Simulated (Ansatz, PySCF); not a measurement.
System: CH4NO (charge +1, singlet). It need not be the lowest isomer of its formula. 
Coordinates optimised at B3LYP-D3(BJ)/def2-TZVP (Ansatz, a quantum-chemistry and plane-wave program):
```
C
O 1 1.2832
H 2 0.9748 1 116.72
N 1 1.2951 2 126.53 3 0.00
H 4 1.0136 1 119.67 2 180.00
H 4 1.0146 5 116.81 1 180.00
H 1 1.0857 2 114.29 3 -180.00
```
Charge +1, spin multiplicity 1.

Wanted: vertical ionisation energy (to the doublet state of charge +2; each state is the SCF solution reached for its spin; the UHF <S^2> is 0.96 for the doublet (pure: 0.75)), in eV. Valence correlation only, unless marked. UHF or UKS for open shells. Spin-orbit coupling is left out. No relativistic terms. 

```tsv
level	program	vertical ionisation energy (eV)
HF/aug-cc-pVDZ	Ansatz	17.43
PBE/def2-TZVPD	Ansatz	18.73
r2SCAN/def2-TZVPD	Ansatz	18.66
B3LYP/def2-TZVPD	Ansatz	18.82
PBE0/def2-TZVPD	Ansatz	18.76
BHLYP/def2-TZVPD	Ansatz	18.65
wB97M-V/def2-TZVPD	Ansatz	18.81
wB97X-V/def2-TZVPD	Ansatz	18.85
B2PLYP/def2-TZVPD	Ansatz	18.82
```

For comparison, minus the highest occupied orbital energy (PySCF): 14.70 eV at BP86/def2-TZVPD, 14.81 eV at M06-L/def2-TZVPD, 19.66 eV at HF/def2-TZVPD.
